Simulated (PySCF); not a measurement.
Si⁺ (silicon, charge +1) across methods

[Ne] 3s2 4s1, 2S determinant (an excited configuration). Computed with PySCF 2.14 in aug-cc-pV(Q+d)Z (7s6p5d3f2g, 89 functions), with no relativity, point nucleus. The B2PLYP total includes its PT2 part (frozen core); its orbital energies are those of the SCF part.

| method | E (hartree) | mean ε 3s α (eV) | mean ε 3s β (eV) | mean ε 4s α (eV) | Σ⟨r²⟩ (bohr²) | ⟨S²⟩ |
| --- | --- | --- | --- | --- | --- | --- |
| PBE | -288.6319 | -22.760 | -22.602 | -6.663 | 41.66 | 0.750 |
| B2PLYP | -288.6704 | -25.055 | -24.835 | -7.242 | 42.77 | 0.750 |
| MN15 | -288.6645 | -24.503 | -24.160 | -7.223 | 41.52 | 0.750 |
| UHF | -288.28414 | -26.780 | -26.417 | -7.857 | 44.40 | 0.750 |
| LDA | -287.6183 | -22.942 | -22.774 | -6.611 | 41.70 | 0.750 |
| r2SCAN | -288.7341 | -23.013 | -22.922 | -6.617 | 42.61 | 0.750 |
| BLYP | -288.7988 | -22.682 | -22.587 | -6.434 | 41.54 | 0.750 |
| M06 | -288.7773 | -23.788 | -23.770 | -7.062 | 41.18 | 0.750 |
| PBE0 | -288.6547 | -23.973 | -23.779 | -7.064 | 42.10 | 0.750 |

The outer electron is Rydberg-like, and this basis confines it to a smaller radius and binds it less than a complete one would.
